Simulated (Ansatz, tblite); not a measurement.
Forces on the cluster RuO₂⁻ at its PBE0-D4/def2-TZVPD geometry. Total charge -1; doublet.

In the def2 sets Ru takes a core potential; there is no spin–orbit coupling. The xTB rows come from tblite. The structure holds 1 bond(s) between oxygen atoms. At PBE-D4/def2-TZVPD the charge -1 doublet is spin-contaminated (final ⟨S²⟩ up to 1.22, 0.75 for a pure state). At PBE-D4/def2-TZVPD the highest occupied level of the charge -1 doublet lies above zero (up to 1.35 eV). The electron is either unbound and held by the finite basis, or the level is raised by self-interaction error. Another isomer (doublet) lies 4.21 eV lower at PBE0-D4/def2-TZVPD; other spin states weren't run for this one.

GFN1-xTB (tblite), largest force 0.43 eV/Å:

```xyz
3
positions Å, forces eV/Å
Ru   -0.613   -0.425   -0.934   -0.087   -0.060   -0.132
O     0.123   -0.342    0.839   -0.068   -0.308    0.293
O     0.489    0.767    0.095    0.155    0.369   -0.161
```

GFN2-xTB (tblite), largest force 1.63 eV/Å:

```
Ru -0.834 -0.578 -1.271
O 0.252 -0.210 0.970
O 0.581 0.788 0.301
```

PBE-D4/def2-TZVPD (Ansatz), largest force 0.75 eV/Å:

```
Ru -0.163 -0.113 -0.248
O -0.113 -0.533 0.519
O 0.276 0.646 -0.271
```
